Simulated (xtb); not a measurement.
xtb input (GFN2-xTB):

```bash
xtb mol.xyz --gfn 2 --ohess tight --chrg -1 --uhf 0
```
mol.xyz:
```
4

Si    -0.07441018    -0.03320891     0.38808412
F     -0.74091541     1.41828330    -0.16941468
F      1.61297492    -0.01844031     0.03331668
F     -0.80154124    -1.39874269    -0.22911831
```

End of the output:

```
   ------------------------------------------------------------------------
    298.15    0.575850E-02    0.113958E-01    0.325986E-01   -0.212027E-01
   ------------------------------------------------------------------------

         :::::::::::::::::::::::::::::::::::::::::::::::::::::
         ::                  THERMODYNAMIC                  ::
         :::::::::::::::::::::::::::::::::::::::::::::::::::::
         :: total free energy         -16.286934501997 Eh   ::
         ::.................................................::
         :: total energy              -16.265731764911 Eh   ::
         :: zero point energy           0.005637348069 Eh   ::
         :: G(RRHO) w/o ZPVE           -0.026840085155 Eh   ::
         :: G(RRHO) contrib.           -0.021202737086 Eh   ::
         :::::::::::::::::::::::::::::::::::::::::::::::::::::

optimized geometry written to: xtbopt.xyz

           -------------------------------------------------
          | TOTAL ENERGY              -16.265731764911 Eh   |
          | TOTAL ENTHALPY            -16.254335915442 Eh   |
          | TOTAL FREE ENERGY         -16.286934501997 Eh   |
          | GRADIENT NORM               0.000309420506 Eh/α |
          | HOMO-LUMO GAP               4.923269616069 eV   |
           -------------------------------------------------

------------------------------------------------------------------------
------------------------------------------------------------------------
 total:
 SCF:
 ANC optimizer:
 analytical hessian:
```

It need not be the lowest isomer of its formula. Whether it binds its extra electron was not tested at this geometry.
